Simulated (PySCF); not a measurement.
Input of a response calculation (the driver script's job line, then coordinates in Å):

```
{"job": {"kind": "uv", "xc": "B3LYP", "basis": "def2-SVPD", "nstates": 8, "ntriplets": 3}, "charge": 0, "multiplicity": 1}
C     -2.273920     0.205091     0.189435
C     -0.851526     0.065784    -0.005681
C      0.335374    -0.051352    -0.189056
Ge     2.209040    -0.222054    -0.365814
Br     3.115967    -0.010931     1.711314
H     -2.467860     0.707734     1.136353
H     -2.704827     0.792707    -0.620652
H     -2.744311    -0.777434     0.205904
H      2.598302    -1.585336    -0.874829
H      2.792644     0.880445    -1.209501
```

Computed with PySCF, TDDFT B3LYP/def2-SVPD, vertical, gas phase, core orbitals frozen in the response. Job line and output are in the format of a driver script around the code.

**Question.** Give the output without the SCF cycles.

**Answer.** 
```
converged SCF energy = -4767.8929208837

Static polarisability (au): isotropic 88.789, principal 66.967 80.786 118.614

Singlet excitations
state   eV       nm        f      main configurations
  1   5.4995    225.4   0.00040   H-1->L 0.92
  2   5.7488    215.7   0.05763   H->L 0.83, H-1->L+2 0.10
  3   5.8837    210.7   0.01064   H-2->L 0.95
  4   6.0669    204.4   0.00846   H-3->L 0.88
  5   6.2328    198.9   0.00045   H->L+2 0.88, H-3->L+2 0.08
  6   6.6873    185.4   0.00507   H->L+1 0.77, H-1->L+2 0.12
  7   6.7605    183.4   0.00005   H-1->L+1 0.94
  8   7.0342    176.3   0.00015   H-2->L+1 0.92

Triplet excitations (Tamm-Dancoff, eV): 4.8655 5.1950 5.3855
```

Isolated species at its GFN2-xTB geometry, gas phase. The B3LYP/def2-SVPD calculation is non-relativistic and has no spin–orbit coupling, an omission that weighs most on bromine and germanium.

H and L stand for HOMO and LUMO.
